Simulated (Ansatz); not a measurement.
A made-up structure of GeH₃S (charge -1), singlet:

```csv
atom,x (Å),y (Å),z (Å)
S1,1.4092,-0.3063,1.5513
Ge2,-0.0115,0.0025,-0.0126
H3,-1.0290,1.1791,0.2115
H4,0.5900,0.3369,-1.4256
H5,2.3066,0.0520,2.5083
```

It is relaxed with PBE-D4/def2-SVPD and then PBE0-D4/def2-TZVPD (Ansatz 0.2.0). Atoms count as bonded within 1.22 times the sum of their covalent radii (H–H: 0.88 Å). The end point is not checked to be a true minimum.

Q: Does its bonding change? (Judge from chemistry; the calculation decides.)

A: By the calculation: No: no bond forms or breaks.

Where it ends: The first stage lowers the energy by 1.54 eV in 9 steps. It ends as GeH₃S ([SH][GeH2]), total charge -1:
```tsv
atom	x (Å)	y (Å)	z (Å)
S1	1.2987	-0.6900	1.6960
Ge2	-0.1970	-0.2126	-0.1003
H3	-0.6906	1.2098	0.4728
H4	0.9056	0.4770	-1.0512
H5	1.9487	0.4800	1.8156
```

Labels in which every atom is bracketed show which atoms are joined, not bond orders.

For scale, one of the runs: PBE0-D4/def2-TZVPD relaxation, 127 basis functions, launched by `ansatz run in.yaml --threads 2 --pin off --events-out ev --progress --plain --max-ram 4352MiB`. The run took about 38 s on 2 CPU threads of an Intel Xeon (shared host).
